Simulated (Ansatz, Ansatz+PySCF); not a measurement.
```xyz
2

Be    0.0000    0.0000    0.0000
F     0.0000    0.0000    1.3610
```

Basis set: def2-SVP (spherical functions). Frozen core: 1 orbital. Correlation on ROHF uses semicanonical orbitals with singles. Charge 0, multiplicity 2.

Computed with Ansatz (development build ahead of 0.2.0); each method stands on the lowest determinant of its kind that the runs found.

The atomization energy at this shape (free ground-state atoms in the same class of orbitals less the molecule, no zero-point energy) of doublet BeF:

```json
{"method": "UHF-CCSD(T)", "atomization energy": "115.54 kcal/mol"}
{"method": "UHF-MP2", "atomization energy": "136.32 kcal/mol"}
{"method": "ROHF", "atomization energy": "108.06 kcal/mol"}
{"method": "UHF", "atomization energy": "105.60 kcal/mol"}
```

Problem. What does ROHF-MP2 give?

Solution. 133.83 kcal/mol. Caution for UHF-CCSD(T), UHF: a free atom is spin contaminated.
